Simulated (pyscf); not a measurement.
## S=Zn, singlet

Gas-phase minimum from PySCF at ωB97X-D3(BJ)/def2-SVP, one conformer. 

SMILES: [S]=[Zn]
```xyz
2

S      0.4789    -0.3643    -0.4799
Zn     1.8994     1.1064    -0.4011
```

Bonded distances (Å): S1–Zn2 2.046.

Properties at ωB97X-D3(BJ)/def2-SVP:

```
Property                                                                                                                         Value
---------------------------------------------------------------------------------------------------------------------  ---------------
Harmonic wavenumbers, unscaled                                                                                                470 cm⁻¹
Zero-point energy                                                                                                         0.7 kcal/mol
Rotational symmetry number                                                                                                           1
Entropy of this conformer at 298 K and 1 atm, rigid rotor and harmonic oscillator, modes under 100 cm⁻¹ raised to 100  235.5 J/(mol K)
Dipole moment                                                                                                                   6.27 D
```

Single-point totals, which compare only within one level (frozen core for MP2 and CC):

```json
[
 {"level": "ωB97X-D3(BJ)/def2-TZVP", "total energy (hartree)": "-2177.52023"},
 {"level": "PBE/def2-TZVP", "total energy (hartree)": "-2177.12873"},
 {"level": "r²SCAN/def2-TZVP", "total energy (hartree)": "-2177.51668"},
 {"level": "B3LYP-D3(BJ)/def2-TZVP", "total energy (hartree)": "-2177.63276"},
 {"level": "PBE0-D3(BJ)/def2-TZVP", "total energy (hartree)": "-2177.17219"},
 {"level": "M06-2X/def2-TZVP", "total energy (hartree)": "-2177.51609"},
 {"level": "ωB97M-D3(BJ)/def2-TZVP", "total energy (hartree)": "-2177.63427"},
 {"level": "HF/def2-TZVPP", "total energy (hartree)": "-2175.30048"},
 {"level": "MP2/def2-TZVPP", "total energy (hartree)": "-2176.30127"},
 {"level": "CCSD/def2-TZVPP", "total energy (hartree)": "-2176.22936"},
 {"level": "CCSD(T)/def2-TZVPP", "total energy (hartree)": "-2176.26026"}
]
```

The CCSD(T) − MP2 part came from Ansatz, without density fitting, on the same reference. The frozen core leaves the outer d or s,p core shells of the metals and heavy elements correlated in the MP2 and CC values, and def2-TZVPP describes them poorly, so these totals are far from the basis limit. Elements up to Kr have no core potential and no relativistic terms here.
